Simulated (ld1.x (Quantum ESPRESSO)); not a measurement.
An all-electron radial function and its pseudo partner (Al)

Columns: radius, all-electron u(r) and pseudo u(r) of the 3p shell (level -2.71 eV) of aluminium in the configuration [Ne] 3s2 3p1; PBE, scalar-relativistic, ultrasoft scheme, ld1.x (Quantum ESPRESSO) 7.5.

| r (bohr) | all-electron | pseudo |
| --- | --- | --- |
| 0.138 | 0.1110 | -0.0058 |
| 0.275 | 0.2015 | -0.0226 |
| 0.413 | 0.2082 | -0.0498 |
| 0.550 | 0.1591 | -0.0856 |
| 0.688 | 0.0818 | -0.1287 |
| 0.825 | -0.0048 | -0.1764 |
| 0.963 | -0.0920 | -0.2271 |
| 1.100 | -0.1733 | -0.2780 |
| 1.238 | -0.2474 | -0.3277 |
| 1.375 | -0.3123 | -0.3739 |
| 1.513 | -0.3690 | -0.4159 |
| 1.650 | -0.4173 | -0.4522 |
| 1.788 | -0.4579 | -0.4830 |
| 1.925 | -0.4905 | -0.5076 |
| 2.062 | -0.5159 | -0.5268 |
| 2.200 | -0.5348 | -0.5409 |
| 2.338 | -0.5477 | -0.5505 |
| 2.475 | -0.5551 | -0.5560 |
| 2.613 | -0.5580 | -0.5581 |
| 2.750 | -0.5569 | -0.5569 |
| 2.888 | -0.5523 | -0.5523 |
| 3.025 | -0.5449 | -0.5449 |
| 3.162 | -0.5352 | -0.5352 |
| 3.300 | -0.5234 | -0.5234 |
| 3.438 | -0.5102 | -0.5102 |
| 3.575 | -0.4958 | -0.4958 |

**Question.** How many radial nodes do the two functions have?

**Answer.** The all-electron 3p function has n − l − 1 = 1; the pseudo-wave has 0, since the states of the same l below it are removed with the core.

**Question.** At about which radius was the pseudo-wave matched?

**Answer.** 2.75 bohr, where the columns begin to agree (steps of 0.14 bohr).

**Question.** Where does each function peak?

**Answer.** Outermost all-electron maximum near 2.61 bohr, pseudo maximum near 2.61 bohr (to the table’s step).

**Question.** Is the pseudo-wave norm-conserving?

**Answer.** No, it belongs to an ultrasoft set: the norm inside the radius is not constrained, and the difference is carried by the augmentation charge.
